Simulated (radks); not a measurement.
Results of a calculation; reference values are marked as such.
Task: Species: Co+. Configuration: [Ar] 3d5 4s2 4p1 (not the ground configuration). Code: a radial shooting solver on a logarithmic mesh with Libxc functionals. Model: scalar-relativistic Kohn-Sham, BLYP, spin-polarised, spherical densities, point nucleus; open shells are filled with parallel spins first. Some entries of the table are withheld. Estimate them.

orbital,occ.,eigenvalue (eV),<r^2> (bohr^2),<1/r> (bohr^-1)
1s up,1,-7620.105,0.004247,27.03
1s down,1,-7620.058,0.004247,27.03
2s up,1,-926.7810,0.07724,5.806
2s down,1,-923.7582,0.07691,5.819
2p up,3,-797.4558,0.06234,5.699
2p down,3,-795.1338,0.06199,5.710
3s up,1,-128.9437,0.6665,1.866
3s down,1,-122.6003,0.6762,1.851
3p up,3,-91.7885,0.7389,1.734
3p down,3,-85.6191,0.7564,1.715
3d up,5,-32.8286,1.018,(1)
3d down,0,-27.0542,1.131,(2)
4s up,1,-17.6312,6.029,0.5732
4s down,1,-16.0028,6.479,0.5515
4p up,1,(3),8.977,(4)
4p down,0,(5),10.02,(6)

Result: 
(1) 3d up <1/r> (bohr^-1): 1.434
(2) 3d down <1/r> (bohr^-1): 1.391
(3) 4p up eigenvalue (eV): -10.8180
(4) 4p up <1/r> (bohr^-1): 0.4664
(5) 4p down eigenvalue (eV): -9.6156
(6) 4p down <1/r> (bohr^-1): 0.4412
